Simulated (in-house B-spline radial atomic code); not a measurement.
Configurations of the ruthenium ion Ru⁵⁺, with energies counted from [Kr] 4d3. All numbers are computed (scalar-relativistic (X2C) B3LYP, spin-polarised, spherical fractional occupations, exact exchange averaged over the configuration; Fermi nucleus of rms radius 4.4809 fm) with a radial B-spline atomic code at the basis-set limit, not measured. Shells without spins written out take the highest spin.

Occupations are held fixed; configurations that lie above the ionisation limit could autoionise.

```
            configuration  E - E(ref) (eV)  highest orbital  its <r> (bohr)
    [Ar] 3d10 4s2 4p5 4d4           42.088            4d up           1.293
[Ar] 3d10 4s2 4p5 4d3 5p1           70.808            5p up           2.411
[Ar] 3d10 4s2 4p5 4d3 4f1           82.514            4f up           2.047
[Ar] 3d10 4s2 4p5 4d3 5f1           96.744            5f up           4.134
 [Ar] 3d9 4s2 4p6 4d3 5f1            341.1            5f up           4.075
```

Q: Order these further configurations by energy, lowest first.
A. [Ar] 3d9 4s2 4p6 4d4
B. [Ar] 3d10 4s2 4p5 4d3 5s1
C. [Ar] 3d9 4s2 4p6 4d3 5s1
D. [Kr] 4d2 5f1
E. [Kr] 4d2 5p1

A: E (27.303 eV), D (53.113 eV), B (61.601 eV), A (284.58 eV), C (305.52 eV).
